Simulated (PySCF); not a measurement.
Job for PySCF: R-M06-2X/def2-TZVPPD on H2S (SMILES S) with ghost functions.

```python
from pyscf import gto, dft

mol = gto.M(
    atom='''
    S     0.12225187    0.46331974    0.72926504
    H     0.65053172    0.15305370    1.92706212
    H     1.24509591    0.13301200    0.07201142
    ghost-C    1.16594704    0.18775424    4.52912918
    ghost-C    0.06787073   -0.55154092    4.41981941
    ghost-C   -1.30512138   -0.02055991    4.15989976
    ghost-H    1.13261357    1.26805038    4.44008294
    ghost-H    2.13406175   -0.25820053    4.71755349
    ghost-H    0.15174604   -1.63080610    4.51711498
    ghost-H   -1.98916019   -0.29577854    4.96750440
    ghost-H   -1.30341924    1.06617025    4.06655403
    ghost-H   -1.71909113   -0.44486822    3.24049656
    ''',
    basis='def2-tzvppd',
    charge=0, spin=0, verbose=4, max_memory=1800)
mf = dft.RKS(mol, xc='m062x').density_fit(auxbasis='def2-universal-jkfit')
mf.grids.level = 4
mf.conv_tol = 1e-9
mf.max_cycle = 150
mf.kernel()
mf.dip_moment()
```

It printed:

```
PySCF version 2.14.0

[INPUT] verbose = 4
[INPUT] num. atoms = 12
[INPUT] num. electrons = 18
[INPUT] charge = 0
[INPUT] spin (= nelec alpha-beta = 2S) = 0
[INPUT] symmetry False subgroup None
[INPUT] Mole.unit = angstrom
[INPUT] Symbol           X                Y                Z      unit          X                Y                Z       unit  Magmom
[INPUT]  1 S      0.122251870000   0.463319740000   0.729265040000 AA    0.231022552516   0.875547416705   1.378111197820 Bohr   0.0
[INPUT]  2 H      0.650531720000   0.153053700000   1.927062120000 AA    1.229326786142   0.289229575351   3.641619631824 Bohr   0.0
[INPUT]  3 H      1.245095910000   0.133012000000   0.072011420000 AA    2.352890268716   0.251356251281   0.136081861641 Bohr   0.0
[INPUT]  4 GHOST-C   1.165947040000   0.187754240000   4.529129180000 AA    2.203320581347   0.354804092326   8.558813732976 Bohr   0.0
[INPUT]  5 GHOST-C   0.067870730000  -0.551540920000   4.419819410000 AA    0.128257091574  -1.042261285291   8.352248204937 Bohr   0.0
[INPUT]  6 GHOST-C  -1.305121380000  -0.020559910000   4.159899760000 AA   -2.466321967514  -0.038852599046   7.861071252044 Bohr   0.0
[INPUT]  7 GHOST-H   1.132613570000   1.268050380000   4.440082940000 AA    2.140329452266   2.396267930351   8.390540726954 Bohr   0.0
[INPUT]  8 GHOST-H   2.134061750000  -0.258200530000   4.717553490000 AA    4.032792240410  -0.487928286918   8.914884074086 Bohr   0.0
[INPUT]  9 GHOST-H   0.151746040000  -1.630806100000   4.517114980000 AA    0.286758456087  -3.081776891270   8.536110185370 Bohr   0.0
[INPUT] 10 GHOST-H  -1.989160190000  -0.295778540000   4.967504400000 AA   -3.758967976988  -0.558940434124   9.387222838572 Bohr   0.0
[INPUT] 11 GHOST-H  -1.303419240000   1.066170250000   4.066554030000 AA   -2.463105389089   2.014769774659   7.684673387446 Bohr   0.0
[INPUT] 12 GHOST-H  -1.719091130000  -0.444868220000   3.240496560000 AA   -3.248611418869  -0.840679097323   6.123651005995 Bohr   0.0

nuclear repulsion = 12.8724181610415
number of shells = 112
number of NR pGTOs = 380
number of NR cGTOs = 298
basis = def2-tzvppd
ecp = {}


******** <class 'pyscf.df.df_jk.DFRKS'> ********
method = DFRKS
initial guess = minao
damping factor = 0
level_shift factor = 0
DIIS = <class 'pyscf.scf.diis.CDIIS'>
diis_start_cycle = 1
diis_space = 8
diis_damp = 0
SCF conv_tol = 1e-09
SCF conv_tol_grad = None
SCF max_cycles = 150
direct_scf = False
XC library pyscf.dft.libxc version 7.1.2
    S. Lehtola, C. Steigemann, M. J. T. Oliveira, and M. A. L. Marques,  SoftwareX 7, 1–5 (2018)
XC functionals = m062x
    Y. Zhao and D. G. Truhlar,  Theor. Chem. Acc. 120, 215 (2008)
    Y. Zhao and D. G. Truhlar,  Theor. Chem. Acc. 120, 215 (2008)
radial grids:
    Treutler-Ahlrichs [JCP 102, 346 (1995); DOI:10.1063/1.469408] (M4) radial grids

becke partition: Becke, JCP 88, 2547 (1988); DOI:10.1063/1.454033
pruning grids: <function nwchem_prune>
grids dens level: 4
symmetrized grids: False
atomic radii adjust function: <function treutler_atomic_radii_adjust>
small_rho_cutoff = 0
Set gradient conv threshold to 3.16228e-05
Initial guess from minao.
tot grids = 240184
******** <class 'pyscf.df.df.DF'> ********
auxbasis = def2-universal-jkfit
init E= -399.265875408405
  HOMO = -0.311542004670486  LUMO = -0.00914997766370456  gap/eV = 8.22851
cycle= 1 E= -399.369271421826  delta_E= -0.103  |g|= 0.18  |ddm|= 1.09
  HOMO = -0.299272259518915  LUMO = -0.00136085551223353  gap/eV = 8.10658
cycle= 2 E= -399.377088112026  delta_E= -0.00782  |g|= 0.129  |ddm|= 0.399
  HOMO = -0.322892160438812  LUMO = 0.000945272277692588  gap/eV = 8.81207
cycle= 3 E= -399.381535662312  delta_E= -0.00445  |g|= 0.0143  |ddm|= 0.141
  HOMO = -0.321812815927743  LUMO = 0.00165401433005208  gap/eV = 8.80198
cycle= 4 E= -399.381573214811  delta_E= -3.76e-05  |g|= 0.00287  |ddm|= 0.0234
  HOMO = -0.321795058126455  LUMO = 0.00163252078148224  gap/eV = 8.80091
cycle= 5 E= -399.381576534885  delta_E= -3.32e-06  |g|= 0.000745  |ddm|= 0.00662
  HOMO = -0.321634438586699  LUMO = 0.00164832888410427  gap/eV = 8.79697
cycle= 6 E= -399.381576665737  delta_E= -1.31e-07  |g|= 0.000168  |ddm|= 0.00136
  HOMO = -0.321674539700098  LUMO = 0.00163805094322189  gap/eV = 8.79778
cycle= 7 E= -399.381576674835  delta_E= -9.1e-09  |g|= 2.37e-05  |ddm|= 0.000394
  HOMO = -0.321669681202692  LUMO = 0.00163847999457944  gap/eV = 8.79766
cycle= 8 E= -399.381576675065  delta_E= -2.3e-10  |g|= 2.49e-06  |ddm|= 6.05e-05
  HOMO = -0.321670425145527  LUMO = 0.00163831380025359  gap/eV = 8.79768
Extra cycle  E= -399.381576675068  delta_E= -2.73e-12  |g|= 1.35e-06  |ddm|= 6.56e-06
converged SCF energy = -399.381576675068
Dipole moment(X, Y, Z, Debye):  0.89351, -0.34624,  0.28931
```

The run converged.

Cost: very roughly 70 core-seconds.
